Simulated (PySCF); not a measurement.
Mg (magnesium, neutral): UHF calculation

Configuration: [Ne] 3s2, closed-shell 1S. All numbers are calculated (PySCF 2.14, scalar relativity by spin-free X2C-1e, in x2c-TZVPPall with one added diffuse shell each of s, p, d type (6s5p4d, 41 functions)).

* Total energy: -199.912941 hartree
* One-electron energy: -279.8612 hartree
* Hartree (Coulomb) energy: 95.9820 hartree
* Exchange energy: -16.0338 hartree
* ⟨S²⟩: 0.0000
* ⟨L²⟩: 0.000
* Sum of ⟨r⟩: 12.25 bohr
* Sum of ⟨r²⟩: 29.57 bohr²
* Langevin diamagnetic susceptibility: -23.4 ×10⁻⁶ cm³/mol

```tsv
shell	electrons	mean orbital energy (eV)	rms radius, mean of both spins (bohr)
1s	2	-1336.4	0.151
2s	2	-102.83	0.754
2p	6	-62.036	0.774
3s	2	-6.895	3.52
```

Spin-orbit constants ζ (cm⁻¹) from the X2C one-electron operator on these orbitals: bare nucleus, nucleus screened by l(l+1)(2l+1)/3 electrons, and screened by the Breit-Pauli mean field of the electrons.

| shell | bare | screened nucleus | mean field |
| --- | --- | --- | --- |
| 2p | 1743 | 1453 | 1319 |
